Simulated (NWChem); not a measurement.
All runs are NWChem calculations. System: 1,1,1,3,3-pentafluoropropane (C3H3F5), charge 0, spin multiplicity 1, at a geometry optimised with PBE/def2-SVP. Level: RHF/def2-SVP.

NWChem printed:

```
             Northwest Computational Chemistry Package (NWChem) 7.3.0
             --------------------------------------------------------

                                NWChem Input Module
                                -------------------

 Scaling coordinates for geometry "geometry" by  1.889725989
 (inverse scale =  0.529177249)

                             Geometry "geometry" -> ""
                             -------------------------

 Output coordinates in angstroms (scale by  1.889725989 to convert to a.u.)

  No.       Tag          Charge          X              Y              Z
 ---- ---------------- ---------- -------------- -------------- --------------
    1 F                    9.0000     2.51380300    -0.82580300    -0.14150700
    2 C                    6.0000     1.42699000    -0.07660900     0.21456900
    3 F                    9.0000     1.59730800     1.18313400    -0.28061000
    4 C                    6.0000     0.17863500    -0.71529100    -0.37708500
    5 C                    6.0000    -1.12094600    -0.04755800     0.03584700
    6 F                    9.0000    -1.22165600     1.21242100    -0.43387300
    7 F                    9.0000    -2.18283700    -0.74606100    -0.42613100
    8 F                    9.0000    -1.22764000     0.01168700     1.38954200
    9 H                    1.0000     1.38985400    -0.01254300     1.32624800
   10 H                    1.0000     0.25726500    -0.69658400    -1.48184500
   11 H                    1.0000     0.13401300    -1.77252500    -0.05117800

 Effective nuclear repulsion energy (a.u.)     431.5418632236

            Nuclear Dipole moment (a.u.)
            ----------------------------
        X                 Y               Z
 ---------------- ---------------- ----------------
     0.0000151178     0.0000037795    -0.0000000000


 Summary of "ao basis" -> "" (spherical)
 ------------------------------------------------------------------------------
       Tag                 Description            Shells   Functions and Types
 ---------------- ------------------------------  ------  ---------------------
 *                          def2-svp                  on all atoms

 Summary of "ao basis" -> "ao basis" (spherical)
 ------------------------------------------------------------------------------
       Tag                 Description            Shells   Functions and Types
 ---------------- ------------------------------  ------  ---------------------
[...]
    91      0.158868   7 F  px               47     -0.158070   4 C  py

 Vector   33  Occ=2.000000D+00  E=-5.424138D-01
              MO Center=  1.2D+00, -1.6D-01,  7.9D-02, r^2= 2.3D+00
   Bfn.  Coefficient  Atom+Function         Bfn.  Coefficient  Atom+Function
  ----- ------------  ---------------      ----- ------------  ---------------
    20      0.301126   2 C  pz              113      0.298604   9 H  s
    34      0.244189   3 F  pz                6      0.236738   1 F  pz
    46     -0.236520   4 C  px               37     -0.184750   3 F  pz
    18      0.183210   2 C  px                9     -0.181619   1 F  pz
    48     -0.178993   4 C  pz

 Vector   34  Occ=0.000000D+00  E= 1.776322D-01
              MO Center=  2.9D-01, -1.5D+00, -1.8D-01, r^2= 4.6D+00
   Bfn.  Coefficient  Atom+Function         Bfn.  Coefficient  Atom+Function
  ----- ------------  ---------------      ----- ------------  ---------------
    45      2.560751   4 C  s               124     -1.807278  11 H  s
   119     -1.154389  10 H  s               114     -0.746375   9 H  s
    50     -0.658309   4 C  py               59     -0.534377   5 C  s
    23      0.422232   2 C  pz               17      0.260935   2 C  s
    51     -0.246245   4 C  pz               47     -0.190015   4 C  py

 Vector   35  Occ=0.000000D+00  E= 1.940404D-01
              MO Center=  8.8D-01, -3.2D-01,  6.3D-02, r^2= 6.1D+00
   Bfn.  Coefficient  Atom+Function         Bfn.  Coefficient  Atom+Function
  ----- ------------  ---------------      ----- ------------  ---------------
   114     -1.676023   9 H  s               119      1.607978  10 H  s
    17      1.536856   2 C  s                45     -1.497644   4 C  s
    23      0.596235   2 C  pz               51      0.582871   4 C  pz
    21     -0.372489   2 C  px               50     -0.286280   4 C  py
    49     -0.258364   4 C  px               20      0.220113   2 C  pz

 Vector   36  Occ=0.000000D+00  E= 2.218146D-01
              MO Center=  5.4D-01, -8.9D-01,  1.1D-01, r^2= 5.4D+00
   Bfn.  Coefficient  Atom+Function         Bfn.  Coefficient  Atom+Function
  ----- ------------  ---------------      ----- ------------  ---------------
   124     -1.476570  11 H  s               114      1.437345   9 H  s
   119      1.274233  10 H  s                17     -1.227993   2 C  s
    51      0.995879   4 C  pz               23     -0.698932   2 C  pz
    50     -0.613290   4 C  py               45      0.333118   4 C  s
    21      0.222718   2 C  px               48      0.181217   4 C  pz

 center of mass
 --------------
 x =  -0.03225371 y =   0.04648018 z =   0.00440518

 moments of inertia (a.u.)
 ------------------
         498.924820149053          12.837017017078          57.439465487633
          12.837017017078        1463.326903852943          12.878862947352
          57.439465487633          12.878862947352        1591.952798559959

  Mulliken analysis of the total density
  --------------------------------------

    Atom       Charge   Shell Charges
 -----------   ------   -------------------------------------------------------
    1 F    9     9.35   1.99  1.12  0.82  3.33  2.08  0.01
    2 C    6     5.33   1.99  0.90  0.09  1.83  0.39  0.13
    3 F    9     9.35   1.99  1.12  0.82  3.33  2.07  0.01
    4 C    6     6.22   1.99  0.89  0.29  2.10  0.92  0.04
    5 C    6     5.10   1.99  0.91 -0.01  1.74  0.29  0.19
    6 F    9     9.30   1.99  1.13  0.81  3.33  2.03  0.01
    7 F    9     9.31   1.99  1.13  0.81  3.33  2.04  0.01
    8 F    9     9.32   1.99  1.13  0.81  3.33  2.05  0.01
    9 H    1     0.94   0.77  0.15  0.02
   10 H    1     0.89   0.73  0.13  0.03
   11 H    1     0.90   0.74  0.13  0.03

       Multipole analysis of the density wrt the origin
       ------------------------------------------------

     L   x y z        total         open         nuclear
     -   - - -        -----         ----         -------
     0   0 0 0     -0.000000      0.000000     66.000000

     1   1 0 0      0.068289      0.000000      0.000015
     1   0 1 0     -0.710791      0.000000      0.000004
     1   0 0 1      0.137849      0.000000     -0.000000

     2   2 0 0    -38.157812      0.000000    613.074950
     2   1 1 0     -0.103625      0.000000     -7.193560
     2   1 0 1      1.638534      0.000000    -24.280207
     2   0 2 0    -33.102069      0.000000    156.134243
     2   0 1 1      0.567697      0.000000     -3.740235
     2   0 0 2    -30.918413      0.000000     95.309437

 Task  times  cpu:        8.1s     wall:        8.1s

 Total times  cpu:        8.2s     wall:        8.2s
```

Question: Write an NWChem input that would produce this output.

Answer: One answer among several that fit: 
```
start mol
memory heap 200 mb stack 900 mb global 1100 mb
geometry units angstroms nocenter noautoz noautosym
  F      2.513803    -0.825803    -0.141507
  C      1.426990    -0.076609     0.214569
  F      1.597308     1.183134    -0.280610
  C      0.178635    -0.715291    -0.377085
  C     -1.120946    -0.047558     0.035847
  F     -1.221656     1.212421    -0.433873
  F     -2.182837    -0.746061    -0.426131
  F     -1.227640     0.011687     1.389542
  H      1.389854    -0.012543     1.326248
  H      0.257265    -0.696584    -1.481845
  H      0.134013    -1.772525    -0.051178
end
basis spherical
  * library def2-svp
end
scf
  rhf
  nopen 0
  maxiter 100
  thresh 1e-7
  semidirect memsize 60000000 filesize 0
end
task scf energy
```
